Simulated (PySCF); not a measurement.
C₂H₆Ge. Atoms are numbered in the order given.

```xyz
9

Ge     0.0379    -0.7132     0.0000
C     -0.5470     1.1358     0.0000
C      0.2971     2.1761     0.0000
H     -0.4919    -1.4471    -1.2435
H      1.5736    -0.7422     0.0000
H     -0.4919    -1.4471     1.2435
H     -1.6279     1.3344     0.0000
H     -0.0615     3.2130     0.0000
H      1.3857     2.0410     0.0000
```

Coordinates come from a r2SCAN-D4/def2-SVP optimisation.

These are PBE0/pcSseg-1 run with PySCF values and carry that method's errors.

GIAO shieldings, no solvent; atoms listed in one row are averaged. δ = σ(ref) − σ: ⁷³Ge against GeH4 (σ = 1658.3 ppm); ¹³C against TMS (σ = 186.3 ppm); ¹H against TMS (σ = 31.56 ppm), references at their B3LYP-D3(BJ)/def2-TZVP geometries, non-relativistic.

```
nucleus       atoms  count  δ (ppm)
-------  ----------  -----  -------
⁷³Ge            Ge1      1    111.5
¹³C              C3      1    146.8
¹³C              C2      1    142.2
¹H               H7      1     6.72
¹H               H8      1     6.69
¹H               H9      1     6.52
¹H       H4, H5, H6      3     4.40
```
